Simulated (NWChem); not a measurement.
C$_{2}$H$_{5}$FOSi; SMILES CC(=O)[SiH2]F

```xyz
10

C     -1.4275     1.3093     0.0000
C      0.0269     0.9436     0.0000
O      0.9212     1.7627     0.0000
Si     0.6448    -0.8782     0.0000
F     -0.6111    -1.9180     0.0000
H     -1.9238     0.8711    -0.8818
H     -1.5470     2.4019     0.0000
H     -1.9238     0.8711     0.8818
H      1.4508    -1.1033    -1.2295
H      1.4508    -1.1033     1.2295
```
Atoms are numbered in this order, from 1.

Program: NWChem. The geometry was optimised at PBE0/def2-SVP. Level r2SCAN/def2-SVP: energy and gradient on several grids; changes count from the extra-fine grid, which is no exact limit either.

### Question
Which is the coarsest grid (coarse; medium; fine; xcoarse; xfine) from which on the energy stays within 100 μHa and each gradient component within 200 μHa/bohr of xfine?

### Answer
medium.
```
grid     size of the energy change (μHa)  largest change of a gradient component (μHa/bohr)
-------  -------------------------------  -------------------------------------------------
xcoarse                             8000                                               3000
coarse                              1000                                                300
medium                                50                                               < 30
fine                                < 10                                                 70
xfine                               < 10                                               < 30
```
